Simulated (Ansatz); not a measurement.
Consider the formal exchange of groups at a B–B bond: `CCB(O)BCl` + `C=C=C(C)S` → `C=C=C(C)BCl` + `CCB(O)S`.

Isolated molecules relaxed with PBE0-D4/def2-TZVP in Ansatz; ΔE leaves out vibrations. CBS: MP2 limit from def2 TZ/QZ plus the TZ coupled-cluster correction, frozen cores. DFT in def2-TZVPP. B3LYP here is the variant with VWN-RPA as its local correlation; programs differ in this. Each species was taken in one conformer, which may not be the lowest.

`CCB(O)BCl`:

```xyz
13

C     1.073    1.258   -0.612
C     0.303    0.021   -1.083
B    -0.688   -0.534   -0.003
O    -1.978   -0.755   -0.360
B    -0.216   -0.893    1.621
Cl   -1.496   -1.257    2.769
H     0.400    2.099   -0.428
H     1.614    1.064    0.318
H     1.805    1.583   -1.354
H     1.027   -0.779   -1.297
H    -0.218    0.225   -2.024
H    -2.512   -1.082    0.375
H     0.886   -0.950    2.078
```

`C=C=C(C)S`:

```xyz
11

C     1.061    1.818   -0.282
C     0.510    0.658   -0.072
C    -0.040   -0.502    0.140
C    -1.484   -0.803   -0.125
S     0.861   -1.891    0.775
H     1.512    2.067   -1.239
H     1.088    2.582    0.490
H    -1.985   -1.120    0.794
H    -1.991    0.080   -0.513
H    -1.581   -1.613   -0.853
H     2.048   -1.275    0.884
```

`C=C=C(C)BCl`:

```xyz
12

C     1.172   -1.560    1.267
C     0.529   -0.691    0.552
C    -0.101    0.190   -0.194
C    -1.435    0.767    0.201
B     0.639    0.567   -1.482
Cl   -0.064    1.729   -2.592
H     1.019   -2.625    1.126
H     1.882   -1.246    2.026
H    -1.371    1.855    0.280
H    -1.779    0.366    1.154
H    -2.185    0.549   -0.563
H     1.694    0.099   -1.775
```

`CCB(O)S`:

```xyz
12

C     1.266   -0.378    0.979
C     0.068   -0.676    0.085
B    -0.645    0.586   -0.517
O    -0.175    1.824   -0.217
S    -2.099    0.453   -1.619
H     2.038    0.169    0.435
H     1.715   -1.296    1.365
H     0.979    0.240    1.832
H     0.366   -1.329   -0.746
H    -0.681   -1.260    0.636
H    -0.656    2.552   -0.617
H    -2.175   -0.886   -1.615
```

Is it downhill or uphill in electronic energy at CCSD(T)/CBS, and by how much? (Best estimate.)

The calculation gave: Downhill: ΔE = -183.1 kJ/mol.

What do these levels give: B3LYP, SCS-MP2/def2-TZVPP, CCSD(T)/def2-TZVPP, HF/def2-QZVPP, SCS-MP2/def2-QZVPP, MP2/CBS(def2)? (Estimate.)

The calculation gave: B3LYP -183.6, SCS-MP2/def2-TZVPP -187.1, CCSD(T)/def2-TZVPP -184.4, HF/def2-QZVPP -192.0, SCS-MP2/def2-QZVPP -186.3, MP2/CBS(def2) -191.9 kJ/mol.

Largest T1 diagnostic among the species: 0.013.

From PBE to PBE0 (25 % exact exchange), in def2-TZVPP and without D4, ΔE moves by −5.0 kJ/mol.
